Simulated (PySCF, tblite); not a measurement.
## Complex of silyl radical and 3 × hydrogen fluoride

A gas-phase complex of silyl radical and 3 × hydrogen fluoride; neutral, doublet. The structure comes from a short search (6 tight-binding starts) and was relaxed by PBE0-D3(BJ)/def2-SVPD; another way of binding may lie lower. No frequency run checks that it is a minimum.

```csv
part,name,SMILES,atoms,charge,multiplicity
1,silyl radical,[SiH3],1–4,0,2
2,hydrogen fluoride,F,5–6,0,1
3,hydrogen fluoride,F,7–8,0,1
4,hydrogen fluoride,F,9–10,0,1
```

Coordinates in Å:
```
Si1     1.236    0.429    0.426
H2      1.892    0.140   -0.875
H3      1.291    1.853    0.846
H4     -0.144   -0.137    0.508
F5      2.838   -1.166    2.870
H6      2.351   -0.758    2.161
F7      5.103   -0.014    2.814
H8      4.322   -0.522    2.967
F9      4.125    1.124    0.728
H10     4.628    0.804    1.454
```

Contacts between parts, classed by geometry: H8···F5 1.620 Å (hydrogen bond, 164°); H10···F7 1.657 Å (hydrogen bond, 163°); H4–Si1···F9 2.987 Å (tetrel bond, 168°).

Interaction energies are complex less parts, with the parts frozen as they stand in it; counterpoise-corrected, in kcal/mol (PySCF).

**Question.** How strongly do the parts interact, level by level?

**Answer.** 
| level | interaction | superposition error removed |
| --- | --- | --- |
| wB97M-D3(BJ)/def2-TZVPD | -17.27 | -0.30 |
| PBE0-D3(BJ)/def2-TZVPD | -20.34 | -0.28 |

**Question.** What holds them together? Decompose the wB97M-D3(BJ)/def2-TZVPD energy: frozen parts, their antisymmetrised product, then relaxation.

**Answer.** electrostatic -29.0, Pauli repulsion +37.4, orbital relaxation -23.4, dispersion correction -2.5 kcal/mol, which sum to the value before the counterpoise correction; the Pauli term holds the exchange-correlation of the frozen density too. Of the attraction, 53 % is electrostatic, 43 % is orbital relaxation, 5 % is dispersion correction.
